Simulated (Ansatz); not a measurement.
`C[NH][Zr]([F])([F])[F]` and `CC(C)[NH][Zr]([F])([F])[F]` differ in one atom or group.

Ansatz, PBE0-D4/def2-TZVP geometries, multiplicity 1. Each molecule was computed in one conformer, which needn't be the lowest.

Elements past krypton have def2 core potentials.

| property | `C[NH][Zr]([F])([F])[F]` |
| --- | --- |
| size of the dipole moment (ωB97M-V/def2-TZVPP) / D | 2.68 |
| LUMO energy (ωB97M-V/def2-TZVPP) / eV | 0.52 |
| size of the dipole moment (PBE/def2-TZVPP) / D | 2.75 |
| HOMO–LUMO gap (B3LYP/def2-TZVPP) / eV | 6.05 |
| HOMO energy (ωB97M-V/def2-TZVPP) / eV | -9.80 |
| LUMO energy (PBE0/def2-TZVPP) / eV | -0.96 |

Question: What does the change do to each property? (An estimate is asked.)

Answer: Ansatz gave: 
| property | `CC(C)[NH][Zr]([F])([F])[F]` | shift |
| --- | --- | --- |
| size of the dipole moment (ωB97M-V/def2-TZVPP) / D | 2.94 | 0.26 |
| LUMO energy (ωB97M-V/def2-TZVPP) / eV | 0.66 | 0.14 |
| size of the dipole moment (PBE/def2-TZVPP) / D | 2.98 | 0.23 |
| HOMO–LUMO gap (B3LYP/def2-TZVPP) / eV | 6.01 | -0.04 |
| HOMO energy (ωB97M-V/def2-TZVPP) / eV | -9.69 | 0.11 |
| LUMO energy (PBE0/def2-TZVPP) / eV | -0.91 | 0.05 |

With PBE0 the HOMO rises by 0.11 eV and the LUMO rises by 0.05 eV, so the gap narrows by about 0.06 eV. PBE moves the HOMO by 0.08 eV and ωB97M-V by 0.11 eV. Dipoles are sizes alone; their direction can turn.

Positive LUMOs are unbound, so they and the gaps depend on the basis.

B3LYP here is the variant with VWN-RPA as its local correlation; programs differ in this.
